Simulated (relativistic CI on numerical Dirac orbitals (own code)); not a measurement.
## Level scheme of Pr LVII

Computed by Dirac-Coulomb-Breit CI, KLI orbitals optimised for each configuration, a model potential for QED, unscaled Slater integrals (own radial code, finite nucleus).

Configuration list (outside the closed core 1s2): 2s, 2p, 3s, 3p, 3d, 4s, 4p, 4d, 4f, 5s, 5p, 5d, 5f, 5g. Levels of other configurations are missing.

The lowest level is 2s ²S1/2, with 100 % of that term; Hund's rules for 2s give ²S with J = 1/2, in agreement.

| No. | Configuration | Term | J | E (eV) | % | Next component (%) | Lifetime (s) |
| --- | --- | --- | --- | --- | --- | --- | --- |
| 1 | 2s | ²S | 1/2 | 0.0 | 100 |  |  |
| 2 | 2p | ²P° | 1/2 | 136.2 | 100 |  | 1.59e-10 |
| 3 | 2p | ²P° | 3/2 | 684.4 | 100 |  | 1.14e-12 |
| 4 | 3s | ²S | 1/2 | 6699.0 | 100 |  | 9.71e-15 |
| 5 | 3p | ²P° | 1/2 | 6736.4 | 100 |  | 3.72e-15 |
| 6 | 3p | ²P° | 3/2 | 6899.5 | 100 |  | 4.55e-15 |
| 7 | 3d | ²D | 3/2 | 6910.5 | 100 |  | 1.37e-15 |
| 8 | 3d | ²D | 5/2 | 6959.3 | 100 |  | 1.46e-15 |
| 9 | 4s | ²S | 1/2 | 9005.5 | 100 |  | 1.43e-14 |
| 10 | 4p | ²P° | 1/2 | 9020.7 | 100 |  | 6.37e-15 |
| 11 | 4p | ²P° | 3/2 | 9089.2 | 100 |  | 7.53e-15 |
| 12 | 4d | ²D | 3/2 | 9093.8 | 100 |  | 3.15e-15 |
| 13 | 4d | ²D | 5/2 | 9114.5 | 100 |  | 3.39e-15 |
| 14 | 4f | ²F° | 5/2 | 9114.7 | 100 |  | 6.63e-15 |
| 15 | 4f | ²F° | 7/2 | 9124.8 | 100 |  | 6.78e-15 |
| 16 | 5s | ²S | 1/2 | 10059.9 | 100 |  | 2.25e-14 |
| 17 | 5p | ²P° | 1/2 | 10067.6 | 100 |  | 1.08e-14 |
| 18 | 5p | ²P° | 3/2 | 10102.5 | 100 |  | 1.26e-14 |
| 19 | 5d | ²D | 3/2 | 10104.9 | 100 |  | 6.02e-15 |
| 20 | 5d | ²D | 5/2 | 10115.5 | 100 |  | 6.51e-15 |
| 21 | 5f | ²F° | 5/2 | 10115.6 | 100 |  | 1.27e-14 |
| 22 | 5g | ²G | 7/2 | 10120.8 | 100 |  | 2.19e-14 |
| 23 | 5f | ²F° | 7/2 | 10120.8 | 100 |  | 1.30e-14 |
| 24 | 5g | ²G | 9/2 | 10123.9 | 100 |  | 2.21e-14 |

Energies count from the lowest computed level; ° marks odd parity; lifetimes are radiative, by E1, M1, E2, M2 decay to levels of this space only.

The mean weight of the leading LS term, summed over parents, in these 24 levels is 100 %, and that of the leading jj configuration (from the same eigenvectors) 100 %.

At this charge energies of transitions that change n are usually good to better than 1 %, and those within a shell (Δn = 0) to a few per cent.
